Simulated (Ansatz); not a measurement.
Isomers of InPH₃F₃ (singlet), relaxed with r2SCAN-D4/def2-SVP; total energies from Ansatz at PBE-QIDH/def2-TZVP.

| isomer | description | energy (Eh) |
| --- | --- | --- |
| A | In(PH3)F3 (InPH₃F₃) | -832.31364 |
| B | In(PF3)H3 (InPH₃F₃) | -832.29157 |

In the def2 sets In takes a core potential; there is no spin–orbit coupling. Correlated methods freeze 12 core orbitals; core or outer-core shells of In are correlated, in sets that lack core-valence functions.

Task: Work out the relative energies (1 Eh = 2625.5 kJ/mol) and the Boltzmann populations at 800 K from electronic energies alone (R = 8.314 J/mol/K).

Result: ΔE: A 0.0, B 57.9 kJ/mol. RT = 6.65 kJ/mol. Factors exp(−ΔE/RT): A 1, B 0.000165; sum 1.000. Populations: A 100.0 %, B 0.0 %. Zero-point energy, vibrational entropy and symmetry numbers are left out and can shift these; an error of 4 kJ/mol changes a ratio by a factor of 1.8. Over the other density-functional and correlated levels in def2 sets, the gap between A and B ranges from 47 to 127 kJ/mol.
